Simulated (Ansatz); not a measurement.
Mean bond length (Å) of eight silicon and germanium compounds: PBE-D3(BJ) beside PBE0-D3(BJ), computed with Ansatz (a quantum-chemistry and plane-wave program) for isolated molecules in the bases named; differences from unrounded values. The eight are the first of their class met in an unordered collection, after screening for sound electronic states; none was chosen by its value. Each level has its own optimised geometry.

```json
[
 {"molecule": "CH₈FNOSi₂, SMILES N[SiH2][Si@@H](O)CF", "basis": "def2-SVP", "PBE0-D3(BJ)": "1.443", "PBE-D3(BJ)": "…", "difference": "…"},
 {"molecule": "C3H5NOSi, SMILES C=C[SiH2]OC#N", "basis": "def2-SVP", "PBE0-D3(BJ)": "1.361", "PBE-D3(BJ)": "1.373", "difference": "0.011"},
 {"molecule": "C2H6ClFSi, SMILES F[C@@H](Cl)C[SiH3]", "basis": "def2-SVP", "PBE0-D3(BJ)": "1.434", "PBE-D3(BJ)": "…", "difference": "…"},
 {"molecule": "Si(CF3)(F)(H)2 (CH2F4Si), SMILES C(F)(F)(F)[SiH2]F", "basis": "def2-SVP", "PBE0-D3(BJ)": "1.504", "PBE-D3(BJ)": "1.519", "difference": "0.015"},
 {"molecule": "C₃H₁₀ClNSi, SMILES C[C@@H](N)[Si@H](C)Cl", "basis": "def2-SVP", "PBE0-D3(BJ)": "1.339", "PBE-D3(BJ)": "1.349", "difference": "0.010"},
 {"molecule": "C₃H₈ClFSi, SMILES CCC[Si@H](F)Cl", "basis": "def2-SVP", "PBE0-D3(BJ)": "1.369", "PBE-D3(BJ)": "1.379", "difference": "0.010"},
 {"molecule": "Ge(F)2(Br)(OH) (BrF₂GeHO), SMILES [OH][Ge]([F])([Br])[F]", "basis": "def2-SVP", "PBE0-D3(BJ)": "1.677", "PBE-D3(BJ)": "…", "difference": "…"},
 {"molecule": "CH3F3OSi, SMILES FC[Si](F)(F)O", "basis": "def2-SVP", "PBE0-D3(BJ)": "1.411", "PBE-D3(BJ)": "1.425", "difference": "0.014"}
]
```

Q: Complete the blanks. (The exact figures need the calculation; the answer reports its results.)

A: 
- Ge(F)2(Br)(OH) (BrF₂GeHO), SMILES [OH][Ge]([F])([Br])[F], PBE-D3(BJ): 1.698
- Ge(F)2(Br)(OH) (BrF₂GeHO), SMILES [OH][Ge]([F])([Br])[F], difference: 0.021
- CH₈FNOSi₂, SMILES N[SiH2][Si@@H](O)CF, PBE-D3(BJ): 1.455
- CH₈FNOSi₂, SMILES N[SiH2][Si@@H](O)CF, difference: 0.012
- C2H6ClFSi, SMILES F[C@@H](Cl)C[SiH3], PBE-D3(BJ): 1.445
- C2H6ClFSi, SMILES F[C@@H](Cl)C[SiH3], difference: 0.011

PBE-D3(BJ) lies below PBE0-D3(BJ) in 0 and above it in 8 of the eight; the mean signed difference is 0.013 and the largest 0.021 Å.
